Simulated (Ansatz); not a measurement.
SnH2MeCl (CH5ClSn). Charge 0, multiplicity 1. Geometry relaxed at r2SCAN-D4/def2-TZVP.

Cartesian coordinates in Å:
```
Sn 0.454 -0.566 0.629
H 1.112 -2.014 0.013
H -0.309 -0.799 2.136
C -0.738 0.501 -0.781
H -1.597 -0.102 -1.077
H -0.134 0.728 -1.659
H -1.084 1.430 -0.330
Cl 2.296 0.821 1.069
```

In the def2 sets Sn takes a core potential; there is no spin–orbit coupling.

Estimate the harmonic wavenumbers at RKS r2SCAN-D4/def2-TZVP (Ansatz, unscaled). Is this a minimum?

86, 126, 359, 364, 506, 536, 602, 702, 775, 792, 1219, 1449, 1454, 1933, 1941, 3053, 3150, 3160 cm⁻¹. Yes, no mode is imaginary beyond noise. Zero-point energy 132.8 kJ/mol. Hardware: 4 threads of Arm Neoverse V2 on a shared host. Wall time 74 s.
